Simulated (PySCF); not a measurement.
## Telling isomers of C6H6NOP apart by NMR

- geometry: GFN2-xTB
- shieldings: GIAO PBE0/pcSseg-1
- code: PySCF 2.14
- equivalent nuclei averaged, no solvent model, single conformer, non-relativistic Hamiltonian

Referencing at the same level of theory: 1H (σref 31.72) and 13C (σref 186.93) vs TMS. Splittings of carbon signals by F and P are missing where no couplings were computed. Where no couplings were computed, multiplicities follow the n + 1 count of equivalent neighbours, and m marks all less simple cases (inequivalent or close neighbours, rings, F or P nearby). Shifts are as computed. Against solution values, carbons near 30 ppm lie about +3 ppm off and those near 130 ppm about +5 ppm. Of 1211 compounds with measured shifts, 218 miss one by over three times the rms of a fit or turn the order of signals round; such compounds aren't used in these exercises.

(1) Tabulate the signals of `Cc1cncpc1C=O`, `CC(=O)c1ccpcn1`, `CC(=O)c1cpccn1` and their relative energies.

(2) What is the quickest way to tell Cc1cncpc1C=O from CC(=O)c1ccpcn1?

(3) What is the quickest way to tell CC(=O)c1ccpcn1 from CC(=O)c1cpccn1?

(4) What is the quickest way to tell Cc1cncpc1C=O from CC(=O)c1cpccn1?

## Answers

(1) 
```tsv
SMILES	carbon types	δC	δH	E rel. (kcal/mol)
Cc1cncpc1C=O	2×C 3×CH 1×CH3	201.5, 189.0, 178.0, 156.7, 144.0, 26.5	10.98 (m, 1H), 10.67 (m, 1H), 9.26 (m, 1H), 3.00 (s, 3H)	9.9
CC(=O)c1ccpcn1	2×C 3×CH 1×CH3	207.5, 190.1, 177.6, 151.7, 125.5, 30.5	10.80 (m, 1H), 10.01 (m, 1H), 8.71 (m, 1H), 2.96 (s, 3H)	1.5
CC(=O)c1cpccn1	2×C 3×CH 1×CH3	206.0, 162.2, 156.4, 156.3, 154.8, 29.8	10.14 (m, 1H), 9.43 (m, 1H), 9.15 (m, 1H), 2.96 (s, 3H)	0.0
```

Energies are electronic energies at PBE0/pcSseg-1 on these geometries, without zero-point or thermal terms, each for the one conformer computed, which needn't be the lowest.

(2) Both give the same number of carbon signals, with the same numbers of each carbon type, so the positions decide. The first has a substituted aromatic carbon (C) at 178.0 ppm, the second an aromatic CH at 125.5 ppm. Their most deshielded carbons lie at 201.5 and 207.5 ppm.

(3) Both give the same number of carbon signals, with the same numbers of each carbon type, so the positions decide. The first has an aromatic CH at 125.5 ppm, the second an aromatic CH next to a ring nitrogen at 156.3 ppm. Their most deshielded carbons lie at 207.5 and 206.0 ppm. In the proton spectra the most deshielded non-exchanging signals are 10.80 (m, 1H) and 10.14 (m, 1H).

(4) Both give the same number of carbon signals, with the same numbers of each carbon type, so the positions decide. The first has an aldehyde carbonyl carbon (CH) at 201.5 ppm, the second a ketone carbonyl carbon (C) at 206.0 ppm. In the proton spectra the most deshielded non-exchanging signals are 10.98 (m, 1H) and 10.14 (m, 1H).
